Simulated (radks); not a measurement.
Problem. Successive ionisation energies (eV) of one element, from differences of total energies of ions in their ground configurations, starting at charge 44: 3657.3, 3773.2, 3925.7, 4046.8, 4168.8, 4291.7, 4415.1, 4757.0, 4862.3, 4965.5, 5105.9, 5213.7, 5319.4, 5538.7, 5651.5, 13240.7, 13527.6, 13806.9, 14196.1, 14491.4. Calculated with a radial shooting solver on a logarithmic mesh with Libxc functionals: non-relativistic Kohn-Sham, TPSS, spin-polarised, spherical densities, point nucleus; open shells are filled with parallel spins first (spin-orbit coupling, left out, can overturn this in heavy ions); meta-GGA in the generalised Kohn-Sham scheme; relativity is left out, which matters for an element this heavy. Which element is it?

Solution. Thulium (Z = 69). The first species listed is Tm44+ in [Ar] 3d7, the last Tm63+ in [He] 2s2 2p2.
